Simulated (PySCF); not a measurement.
Gd(2+): excitation energy

Gd(2+) [Xe] 4f7 5d1 (9D) → Gd(2+) [Xe] 4f8 (7F), as a difference of total energies. Calculation: PySCF 2.14, in cc-pVDZ-X2C; scalar relativity by spin-free X2C-1e. Correlated levels: valence: [Kr] 4d10 frozen. The calculations carry no spin-orbit coupling.

| method | excitation energy (eV) |
| --- | --- |
| UHF | 3.594 |
| MP2 (valence) | 1.038 |
| SCS-MP2 (valence) | 1.097 |
| CCSD (valence) | 1.526 |
| CCSD(T) (valence) | 1.369 |

Problem. How much does correlation contribute at CCSD(T) (valence)?

Solution. 1.369 − (3.594) = -2.225 eV, measured against UHF.

A first-order spin-orbit estimate (lowest level to lowest level, LS coupling) adds -0.121 eV.
